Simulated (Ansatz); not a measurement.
Consider the ligand exchange at a B–O bond: `BOC(O)[SiH3]` + `C#CS` → `BSC#C` + `OC(O)[SiH3]`.

Gas-phase electronic energies from Ansatz, PBE0-D4/def2-TZVP geometries. CBS: MP2 limit from def2 TZ/QZ plus the TZ coupled-cluster correction, frozen cores. This one scheme is used for every species. Each species was taken in one conformer, which may not be the lowest.

`BOC(O)[SiH3]`:

Cartesian coordinates in Å:
```
B 0.186 -1.206 -1.738
O 0.671 -0.350 -0.824
C 0.081 -0.212 0.470
O 1.018 -0.493 1.454
Si -0.482 1.599 0.699
H -0.752 -1.909 -1.464
H 0.729 -1.232 -2.803
H -0.775 -0.903 0.519
H 1.227 -1.434 1.438
H 0.697 2.492 0.619
H -1.446 1.916 -0.387
H -1.154 1.732 2.016
```

`C#CS`:

Cartesian coordinates in Å:
```
C 1.132 -0.512 0.143
C 0.142 0.137 -0.078
S -1.155 1.140 -0.440
H 2.000 -1.094 0.343
H -2.119 0.329 0.032
```

`BSC#C`:

```xyz
7

B    -0.074   -0.584   -0.452
S     0.007   -1.330    1.411
C     0.097    0.268    1.085
C     0.094    1.127    0.190
H    -1.179   -0.699   -0.882
H     0.931   -0.849   -1.034
H     0.123    2.066   -0.317
```

`OC(O)[SiH3]`:

Cartesian coordinates in Å:
```
O -0.198 1.582 -0.317
C -0.080 0.218 -0.624
O -1.322 -0.362 -0.947
Si 0.739 -0.634 0.877
H -0.554 2.035 -1.090
H 0.525 0.069 -1.529
H -1.887 -0.312 -0.169
H 1.994 0.049 1.279
H 1.027 -2.047 0.524
H -0.244 -0.599 1.995
```

```csv
level,ΔE (kcal/mol)
CCSD/def2-SVP,24.4
HF/CBS(def2),34.7
```

**Question.** What does CCSD(T)/CBS give? (Estimate.)

**Answer.** Computed: +18.2 kcal/mol. The listed levels differ from it by 6.2, 16.5 kcal/mol.

**Question.** What do rigid-rotor, harmonic-oscillator terms from PBE0-D4/def2-TZVP frequencies (298.15 K, 1 bar) make of the CCSD(T)/CBS value? (Best estimate.)

**Answer.** Ansatz gave: ΔZPE = +1.9 kcal/mol, ΔH = +19.6 kcal/mol, ΔS = -12 J/(mol·K), ΔG = +20.4 kcal/mol.

Largest T1 diagnostic among the species: 0.014.

At CCSD(T), def2-SVP lies +3.7 kcal/mol from the extrapolated value and def2-TZVPP +0.5 kcal/mol. In def2-TZVPP, CCSD(T) changes the Hartree–Fock value by −16.0 kcal/mol (the triples alone add −3.1 kcal/mol) and MP2 by −20.5 kcal/mol. From PBE to PBE0 (25 % exact exchange), in def2-TZVPP and without D4, ΔE moves by +1.7 kcal/mol.

CCSD(T)/CBS has its own doubt, a few kJ/mol and more with outer-core shells, so smaller differences from it don't rank the levels.
